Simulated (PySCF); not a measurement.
# Be²⁺ (beryllium, charge +2) across methods

1s2, closed-shell 1S. Calculation: PySCF 2.14, in cc-pVTZ (4s3p2d1f, 30 functions); the non-relativistic Hamiltonian (point nucleus).

```json
{"method": "TPSSh", "E (hartree)": "-13.6617", "mean ε 1s (eV)": "-136.01", "Σ⟨r²⟩ (bohr²)": "0.4673", "⟨S²⟩": "0.000"}
{"method": "r2SCAN", "E (hartree)": "-13.6571", "mean ε 1s (eV)": "-134.54", "Σ⟨r²⟩ (bohr²)": "0.4675", "⟨S²⟩": "0.000"}
{"method": "BHandHLYP", "E (hartree)": "-13.6544", "mean ε 1s (eV)": "-144.00", "Σ⟨r²⟩ (bohr²)": "0.4685", "⟨S²⟩": "0.000"}
{"method": "TPSS", "E (hartree)": "-13.6621", "mean ε 1s (eV)": "-133.90", "Σ⟨r²⟩ (bohr²)": "0.4679", "⟨S²⟩": "0.000"}
{"method": "PBE0", "E (hartree)": "-13.6281", "mean ε 1s (eV)": "-137.95", "Σ⟨r²⟩ (bohr²)": "0.4699", "⟨S²⟩": "0.000"}
{"method": "PBE", "E (hartree)": "-13.6186", "mean ε 1s (eV)": "-132.27", "Σ⟨r²⟩ (bohr²)": "0.4725", "⟨S²⟩": "0.000"}
{"method": "LDA", "E (hartree)": "-13.4441", "mean ε 1s (eV)": "-130.67", "Σ⟨r²⟩ (bohr²)": "0.4800", "⟨S²⟩": "0.000"}
{"method": "PBEsol", "E (hartree)": "-13.5329", "mean ε 1s (eV)": "-131.33", "Σ⟨r²⟩ (bohr²)": "0.4752", "⟨S²⟩": "0.000"}
```

Task: Estimate the same row for UHF.

Result: E (hartree) = -13.61116; mean ε 1s (eV) = -154.22; Σ⟨r²⟩ (bohr²) = 0.4637; ⟨S²⟩ = 0.000.
